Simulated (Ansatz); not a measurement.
Coupled-cluster diagnostics for TcO3(OH) (TcO4H), Ansatz.

Geometry of the singlet (PBE0-D4/def2-SVP):

```xyz
6

Tc   -0.1840    0.3395   -0.2255
O     0.8695    1.5829    0.1041
O    -0.5679    0.3206   -1.8408
O    -1.5516    0.5382    0.6990
O     0.6068   -1.2784    0.1740
H     0.8273   -1.5027    1.0892
```

In the def2 sets Tc takes a core potential; there is no spin–orbit coupling. Correlated methods freeze 4 core orbitals; core or outer-core shells of Tc are correlated, in sets that lack core-valence functions.

(1) Estimate the CCSD(T) correlation energy, the shares of MP2 and (T), T1 and the reference's ⟨S²⟩ for: charge 0, singlet, own geometry in def2-TZVPP; and the rough time on 4 threads of Arm Neoverse V2 on a shared host.

Answers

(1) 
```
                          state       basis  correlation (eV)  MP2 share (%)  (T) share (%)     T1  ⟨S²⟩ (pure)  wall time                        remarks
charge 0, singlet, own geometry  def2-TZVPP           -46.120          103.3            6.7  0.026  0.00 (0.00)      2 min  restricted SCF unstable in HF
```
Customary marks for T1 are 0.02 (closed shells), 0.045 (open shells) and about 0.05 (3d metals). T1 exceeds 0.02 in 1 of 1 rows and 0.045 in 0; the higher it lies, the less the single-reference result can be trusted.
